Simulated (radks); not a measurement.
Task: The table gives one normalised radial function P(r) = r R(r) of Ni2+ in [Ar] 3d8 (r in bohr). Calculated with a radial shooting solver on a logarithmic mesh with Libxc functionals: non-relativistic Kohn-Sham, PBE, spin-polarised, spherical densities, point nucleus; open shells are filled with parallel spins first.

r	P
0.003061	0.0022
0.003479	0.0028
0.003986	0.0036
0.00453	0.0046
0.00519	0.0060
0.005946	0.0078
0.006758	0.0100
0.007743	0.0130
0.008871	0.0168
0.01008	0.0213
0.01155	0.0274
0.01323	0.0351
0.01504	0.0442
0.01723	0.0563
0.01958	0.0704
0.02244	0.0887
0.02571	0.1113
0.02922	0.1369
0.03347	0.1694
0.03835	0.2077
0.04359	0.2495
0.04994	0.2997
0.05721	0.3554
0.06502	0.4115
0.0745	0.4726
0.08467	0.5284
0.097	0.5808
0.1111	0.6199
0.1263	0.6373
0.1447	0.6271
0.1658	0.5788
0.1884	0.4921
0.2159	0.3524
0.2454	0.1765
0.2811	-0.0510
0.3221	-0.3067
0.366	-0.5551
0.4194	-0.8036
0.4805	-1.0107
0.5461	-1.1467
0.6256	-1.2138
0.7168	-1.1974
0.8146	-1.1135
0.9333	-0.9695
1.061	-0.8035
1.215	-0.6184
1.392	-0.4448
1.582	-0.3054
1.813	-0.1896
2.077	-0.1077
2.361	-0.0578
2.705	-0.0267
3.099	-0.0109
3.522	-0.0041
4.035	-0.0012
4.586	-0.0003
5.254	-0.0001
6.019	0.0000
6.841	0.0000
7.838	0.0000

Which n and l does it have? It may be an empty orbital.

Result: n = 3, l = 1: the number of nodes gives n - l - 1 = 1, the rise at small r (about r^(l+1)) gives l, and the extent must fit the shell. The curve is that of 3p down; the table hardly tells the two spins apart. 3p down: eigenvalue -89.021 eV, 1 radial node at r = 0.273 bohr, <r> = 0.785 bohr, 90 % of the charge inside 1.21 bohr.
